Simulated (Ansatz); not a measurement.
Reaction (formal exchange of groups at a C–O bond): `COBCN` + `CC[Si]C` → `CC[Si]CC` + `NCBO`

Computed with Ansatz on PBE0-D4/def2-TZVP structures; ΔE is electronic, products minus reactants. CCSD(T)/CBS is the MP2 limit (def2-TZVPP, def2-QZVPP) plus CCSD(T) − MP2 in def2-TZVPP, frozen cores. This one scheme is used for every species. DFT in def2-TZVPP. B3LYP here is the variant with VWN-RPA as its local correlation; programs differ in this. One conformer a species, not always the lowest.

`COBCN`:

Z-matrix (Å, degrees):
```
C
O 1 1.411
H 1 1.094 2 111.3
H 1 1.092 2 109.1 3 120.8
H 1 1.092 2 109.0 3 -120.7
B 2 1.345 1 122.4 3 -0.6
C 6 1.568 2 118.8 1 -177.6
H 6 1.208 2 119.2 1 0.5
N 7 1.458 6 112.7 2 -162.8
H 7 1.107 6 106.5 2 71.2
H 7 1.096 6 108.7 2 -41.4
H 9 1.012 7 110.7 6 -49.2
H 9 1.011 7 111.5 6 -168.5
```

`CC[Si]C`:

```xyz
12

C    -1.401    0.134    0.150
C    -0.272    0.441    1.123
Si    1.537    0.623    0.562
C     1.502   -0.411   -1.028
H    -1.211   -0.780   -0.417
H    -2.358    0.007    0.664
H    -1.530    0.942   -0.575
H    -0.159   -0.389    1.849
H    -0.519    1.300    1.758
H     1.088   -1.411   -0.844
H     0.835    0.064   -1.760
H     2.488   -0.519   -1.482
```

`CC[Si]CC`:

Z-matrix (Å, degrees):
```
C
C 1 1.537
H 1 1.093 2 111.7
H 1 1.096 2 112.0 3 120.3
H 1 1.093 2 111.4 3 -120.2
Si 2 1.904 1 105.9 3 -68.8
H 2 1.093 1 109.5 3 172.7
H 2 1.094 1 110.1 3 54.6
C 6 1.906 2 101.1 1 76.3
C 9 1.522 6 122.1 2 27.5
H 9 1.106 6 101.1 2 -95.2
H 9 1.096 6 107.2 2 157.1
H 10 1.093 9 111.4 6 61.5
H 10 1.094 9 111.8 6 -178.6
H 10 1.092 9 111.8 6 -58.3
```

`NCBO`:

Cartesian coordinates in Å:
```
N 0.997 0.377 0.637
C -0.394 0.542 0.194
B -0.799 -0.670 -0.737
O 0.189 -1.489 -1.136
H 1.036 -0.163 1.492
H 1.442 1.264 0.832
H -0.460 1.444 -0.430
H -1.108 0.712 1.011
H -1.916 -0.877 -1.121
H 1.013 -1.140 -0.743
```

CCSD(T)/CBS gives -0.57 eV.

Question: Another level gave -0.55 eV. Which?
A. HF/def2-TZVPP
B. MP2/def2-TZVPP
C. B3LYP/def2-TZVPP
D. ωB97M-V/def2-TZVPP

Answer: D. ωB97M-V -0.55, HF/def2-TZVPP -0.30, B3LYP -0.42, MP2/def2-TZVPP -0.63 eV.

Largest T1 diagnostic among the species: 0.012.

The D4 term adds −0.07 eV with B3LYP and −0.04 eV with PBE0; it sums over pairs of atoms, weighted by their polarisabilities, and B3LYP, whose exchange is more repulsive, gets the larger term. In def2-TZVPP, CCSD(T) changes the Hartree–Fock value by −0.26 eV (the triples alone add −0.03 eV) and MP2 by −0.33 eV.
